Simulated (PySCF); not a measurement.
**Gas-phase thermal properties of CdI2**

Computed with PySCF and rigid-rotor harmonic-oscillator thermochemistry at 1 bar. All species are closed-shell singlets. Cd, I: scalar-relativistic def2 core potential, no spin-orbit coupling. The harmonic model lacks anharmonicity and excited electronic states, which grow with temperature; levels with a mode under 35 cm⁻¹ are left out. Soft modes under 120 cm⁻¹ make the harmonic entropy rough for CdI2.

| level | point group | σ | ZPE (kJ/mol) | S°298 (J/mol/K) | Cp298 (J/mol/K) | S°1000 (J/mol/K) | H1000 − H298 (kJ/mol) |
|---|---|---|---|---|---|---|---|
| PBE/def2-SVP | D∞h | 2 | 3.0 | 325.7 | 60.9 | 400.5 | 43.5 |
| PBE0/def2-TZVP | D∞h | 2 | 3.1 | 325.1 | 60.9 | 399.9 | 43.4 |
σ: rotational symmetry number. Electronic degeneracy used: 1. Frequencies are unscaled.
